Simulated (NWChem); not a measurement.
System: CH$_{4}$BClO; SMILES CB(O)Cl

```xyz
8

B      0.0860    -0.4361    -0.0012
Cl    -0.0851     1.3460    -0.0001
C     -1.1810    -1.3480    -0.0003
H     -1.7908    -1.1523     0.8968
H     -0.9194    -2.4151    -0.0254
H     -1.8247    -1.1161    -0.8638
O      1.3274    -0.9557     0.0000
H      2.0192    -0.2840     0.0017
```
Atoms are numbered in this order, from 1.

Program: NWChem. Pople sets run with spherical d functions. All runs use the structure optimised with PBE0/def2-SVP. B3LYP is NWChem's, with the RPA form of VWN correlation. Vertical excitations in the gas phase; the lowest state need not have the same character in each row.

```
level                     lowest excitation, singlet (eV)  oscillator strength of that lowest state  lowest state with f > 0.02, singlet (eV)  orbital gap (eV)
------------------------  -------------------------------  ----------------------------------------  ----------------------------------------  ----------------
PBE/6-31G*, TDA                                       [?]                                     0.001                                       [?]               [?]
B3LYP/6-31G*, TDA                                    7.36                                     0.001                                      8.30              8.72
PBE0/6-31G*, TDA                                     7.51                                     0.001                                      8.46              9.21
Hartree-Fock/6-31G*, CIS                             9.29                                     0.007                                     10.48             16.68
```

### Question
What belongs in the gaps?

### Answer

- PBE/6-31G*, TDA, lowest excitation, singlet (eV): 6.79
- PBE/6-31G*, TDA, lowest state with f > 0.02, singlet (eV): 7.77
- PBE/6-31G*, TDA, orbital gap (eV): 6.72
